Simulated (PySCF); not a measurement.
## Two-component Hartree-Fock for Eu⁴⁺ (europium, charge +4)

Start: [Xe] 4f5; 4f5/2 filled at m_j = -3/2, -1/2, +1/2, +3/2, +5/2. Calculated with PySCF 2.14 in x2c-QZVPPall-2c (16s16p12d6f4g1h, 213 functions): generalised Hartree-Fock with the X2C-1e Hamiltonian and a Gaussian nucleus; one run each with spin-orbit coupling (SO) switched off, then screened by Boettger's factors.

```json
{"spinor shell": "1s1/2", "electrons": "2", "ε, spin-free (eV)": "-48813.3", "ε, screened SO (eV)": "-48804.8", "weight of nominal j (screened SO)": "1.000", "rms radius, screened SO (bohr)": "0.0254"}
{"spinor shell": "2s1/2", "electrons": "2", "ε, spin-free (eV)": "-8180.2", "ε, screened SO (eV)": "-8177.5", "weight of nominal j (screened SO)": "1.000", "rms radius, screened SO (bohr)": "0.103"}
{"spinor shell": "2p1/2", "electrons": "2", "ε, spin-free (eV)": "-7288.4", "ε, screened SO (eV)": "-7744.5", "weight of nominal j (screened SO)": "1.000", "rms radius, screened SO (bohr)": "0.0881"}
{"spinor shell": "2p3/2", "electrons": "4", "ε, spin-free (eV)": "-7288.4", "ε, screened SO (eV)": "-7092.1", "weight of nominal j (screened SO)": "1.000", "rms radius, screened SO (bohr)": "0.0944"}
{"spinor shell": "3s1/2", "electrons": "2", "ε, spin-free (eV)": "-1894.0", "ε, screened SO (eV)": "-1893.0", "weight of nominal j (screened SO)": "1.000", "rms radius, screened SO (bohr)": "0.266"}
{"spinor shell": "3p1/2", "electrons": "2", "ε, spin-free (eV)": "-1610.5", "ε, screened SO (eV)": "-1705.6", "weight of nominal j (screened SO)": "1.000", "rms radius, screened SO (bohr)": "0.257"}
{"spinor shell": "3p3/2", "electrons": "4", "ε, spin-free (eV)": "-1610.5", "ε, screened SO (eV)": "-1568.9", "weight of nominal j (screened SO)": "1.000", "rms radius, screened SO (bohr)": "0.270"}
{"spinor shell": "3d3/2", "electrons": "4", "ε, spin-free (eV)": "-1230.5", "ε, screened SO (eV)": "-1248.4", "weight of nominal j (screened SO)": "0.995", "rms radius, screened SO (bohr)": "0.243"}
{"spinor shell": "3d5/2", "electrons": "6", "ε, spin-free (eV)": "-1230.5", "ε, screened SO (eV)": "-1217.7", "weight of nominal j (screened SO)": "0.997", "rms radius, screened SO (bohr)": "0.246"}
{"spinor shell": "4s1/2", "electrons": "2", "ε, spin-free (eV)": "-442.14", "ε, screened SO (eV)": "-441.82", "weight of nominal j (screened SO)": "1.000", "rms radius, screened SO (bohr)": "0.599"}
{"spinor shell": "4p1/2", "electrons": "2", "ε, spin-free (eV)": "-345.71", "ε, screened SO (eV)": "-368.77", "weight of nominal j (screened SO)": "0.976", "rms radius, screened SO (bohr)": "0.617"}
{"spinor shell": "4p3/2", "electrons": "4", "ε, spin-free (eV)": "-345.71", "ε, screened SO (eV)": "-335.40", "weight of nominal j (screened SO)": "0.988", "rms radius, screened SO (bohr)": "0.644"}
{"spinor shell": "4d3/2", "electrons": "4", "ε, spin-free (eV)": "-207.74", "ε, screened SO (eV)": "-216.78", "weight of nominal j (screened SO)": "0.727", "rms radius, screened SO (bohr)": "0.695"}
{"spinor shell": "4d5/2", "electrons": "6", "ε, spin-free (eV)": "-207.74", "ε, screened SO (eV)": "-201.43", "weight of nominal j (screened SO)": "0.818", "rms radius, screened SO (bohr)": "0.701"}
{"spinor shell": "5s1/2", "electrons": "2", "ε, spin-free (eV)": "-100.43", "ε, screened SO (eV)": "-100.37", "weight of nominal j (screened SO)": "1.000", "rms radius, screened SO (bohr)": "1.41"}
{"spinor shell": "5p1/2", "electrons": "2", "ε, spin-free (eV)": "-72.541", "ε, screened SO (eV)": "-76.451", "weight of nominal j (screened SO)": "0.957", "rms radius, screened SO (bohr)": "1.54"}
{"spinor shell": "5p3/2", "electrons": "4", "ε, spin-free (eV)": "-72.541", "ε, screened SO (eV)": "-70.793", "weight of nominal j (screened SO)": "0.978", "rms radius, screened SO (bohr)": "1.62"}
{"spinor shell": "4f5/2", "electrons": "5", "ε, spin-free (eV)": "-67.494", "ε, screened SO (eV)": "-67.468", "weight of nominal j (screened SO)": "0.645", "rms radius, screened SO (bohr)": "0.883"}
```

| quantity | spin-free | screened SO |
| --- | --- | --- |
| E (hartree) | -10833.91697 | -10840.56348 |
| M_J | 5/2 | 5/2 |
| ⟨J²⟩ | 13.761 | 12.988 |
| ⟨L²⟩ | 30.008 | 29.750 |
| ⟨S²⟩ | 8.753 | 8.652 |

The determinant has a definite M_J but mixes levels of different J.

Each row is a mean over spinors that exchange with the open shell spreads, by up to 9.928 eV (4d3/2).

Rows whose weight is well below 1 are mixtures of j = l ± 1/2: exchange outweighs spin-orbit coupling there, and the label is only the starting occupation.

Breit and QED terms are absent; they matter most for the inner s and p1/2 levels.

Densities and radii are taken from the X2C orbitals without a picture-change correction, which distorts them close to the nucleus.

Without spin-orbit coupling the j labels of p, d and f shells carry no meaning; the spin-free column gives the mean over the occupied spinors of each nl shell, and its ⟨J²⟩ belongs to a mixture of degenerate components.
